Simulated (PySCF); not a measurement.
**Ionisation energy of Rb by level of theory**

Rb [Kr] 5s1 (2S) → Rb⁺ [Kr] (1S), as a difference of total energies. Calculation: PySCF 2.14, in def2-SVP with the def2 core potential (28 electrons); a scalar-relativistic core potential. The calculations carry no spin-orbit coupling.

| method | ionisation energy (eV) | error (eV) |
| --- | --- | --- |
| UHF | 3.805 | -0.372 |
| M06-2X | 4.119 | -0.058 |
| BP86 | 4.330 | +0.153 |

Reference: 4.177 eV (measured; NIST Atomic Spectra Database, ionization energies).
